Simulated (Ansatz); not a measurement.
Reaction (formal exchange of groups at the Al–O bond): `CC(O)[O][AlH2]` + `C=CCl` → `[AlH2]/[CH]=C/Cl` + `CC(O)O`

Calculated with Ansatz (gas phase, PBE0-D4/def2-TZVP geometries, no zero-point term in ΔE). CCSD(T)/CBS adds triple-zeta CCSD(T) − MP2 to the extrapolated MP2 energy (def2 sets, frozen cores). This one scheme is used for every species. Functionals use def2-TZVPP. B3LYP here is the variant with VWN-RPA as its local correlation; programs differ in this. HSE06 is defined as in plane-wave codes. Each species was taken in one conformer, which may not be the lowest.

`CC(O)[O][AlH2]`:

```xyz
12

C     1.197   -0.517    1.180
C     0.622    0.242    0.011
O    -0.103    1.333    0.533
O    -0.192   -0.592   -0.749
Al   -1.774   -0.359   -1.316
H     0.386   -0.838    1.837
H     1.881    0.117    1.746
H     1.730   -1.397    0.822
H     1.429    0.615   -0.636
H    -0.278    1.959   -0.176
H    -2.330    1.105   -1.560
H    -2.568   -1.668   -1.692
```

`C=CCl`:

```xyz
6

C    -0.606   -0.272    0.321
C     0.557    0.124   -0.160
Cl    0.716    1.290   -1.417
H    -1.546    0.117   -0.050
H    -0.631   -1.010    1.113
H     1.510   -0.248    0.192
```

`[AlH2]/[CH]=C/Cl`:

Z-matrix (Å, degrees):
```
Al
C 1 1.935
H 1 1.584 2 121.1
H 1 1.586 2 116.6 3 -180.0
C 2 1.330 1 117.8 3 180.0
H 2 1.088 1 124.9 3 -0.0
Cl 5 1.729 2 124.7 1 -180.0
H 5 1.085 2 124.1 1 0.0
```

`CC(O)O`:

Cartesian coordinates in Å:
```
C -0.139 -1.089 -0.158
C 0.250 0.295 0.298
O -0.924 0.937 0.721
O 0.905 1.033 -0.698
H 0.742 -1.627 -0.510
H -0.598 -1.647 0.659
H -0.865 -1.019 -0.973
H 0.979 0.245 1.117
H -0.680 1.821 1.015
H 0.330 1.050 -1.471
```

| level | ΔE (kJ/mol) | difference from CCSD(T)/CBS |
| --- | --- | --- |
| LDA (SPW92) | 107.8 | -6.9 |
| PBE-D4 | 104.6 | -10.1 |
| revPBE-D4 | 104.1 | -10.6 |
| BLYP-D4 | 115.3 | 0.6 |
| r2SCAN-D4 | 113.0 | -1.7 |
| B97M-V | 113.7 | -1.0 |
| PBE0-D4 | 106.7 | -8.0 |
| B3LYP-D4 | 116.8 | 2.1 |
| r2SCANh-D4 | 113.1 | -1.6 |
| r2SCAN0-D4 | 113.3 | -1.4 |
| HSE06-D4 | 106.0 | -8.7 |
| BHLYP-D4 | 120.3 | 5.6 |
| ωB97X-V | 115.3 | 0.6 |
| ωB97M-V | 114.8 | 0.1 |
| B2PLYP | 116.4 | 1.7 |
| PBE-QIDH | 110.6 | -4.1 |
| PBE | 103.5 | -11.2 |
| revPBE | 101.0 | -13.7 |
| BLYP | 113.1 | -1.6 |
| PBE0 | 105.7 | -9.0 |
| B3LYP | 115.1 | 0.4 |
| r2SCANh | 112.7 | -2.0 |
| r2SCAN0 | 112.9 | -1.8 |
| BHLYP | 119.2 | 4.5 |
| CAM-B3LYP | 119.9 | 5.2 |
| RPA@PBE/def2-TZVPP | 112.7 | -2.0 |
| HF/def2-SVP | 120.3 | 5.6 |
| CCSD/def2-SVP | 121.4 | 6.7 |
| CCSD(T)/def2-SVP | 120.3 | 5.6 |
| HF/def2-TZVPP | 121.0 | 6.3 |
| MP2/def2-TZVPP | 114.6 | -0.1 |
| SCS-MP2/def2-TZVPP | 117.1 | 2.4 |
| CCSD/def2-TZVPP | 116.3 | 1.6 |
| CCSD(T)/def2-TZVPP | 114.6 | -0.1 |
| HF/def2-QZVPP | 122.1 | 7.4 |
| MP2/def2-QZVPP | 115.0 | 0.3 |
| SCS-MP2/def2-QZVPP | 117.4 | 2.7 |
| HF/CBS(def2) | 122.3 | 7.6 |
| MP2/CBS(def2) | 114.7 | 0.0 |
| CCSD/CBS(def2) | 116.4 | 1.7 |
| CCSD(T)/CBS | 114.7 | 0 |

Largest T1 diagnostic among the species: 0.012.

In def2-TZVPP, CCSD(T) changes the Hartree–Fock value by −6.4 kJ/mol (the triples alone add −1.7 kJ/mol) and MP2 by −6.4 kJ/mol. At CCSD(T), def2-SVP lies +5.6 kJ/mol from the extrapolated value and def2-TZVPP −0.1 kJ/mol. Leaving LDA and LC-ωPBE aside and taking each functional with its dispersion term where it has one, the values, not all of them listed here, spread over 16.7 kJ/mol, from revPBE-D4 to CAM-B3LYP-D4. LDA lies +4.3 kJ/mol from PBE without D4.
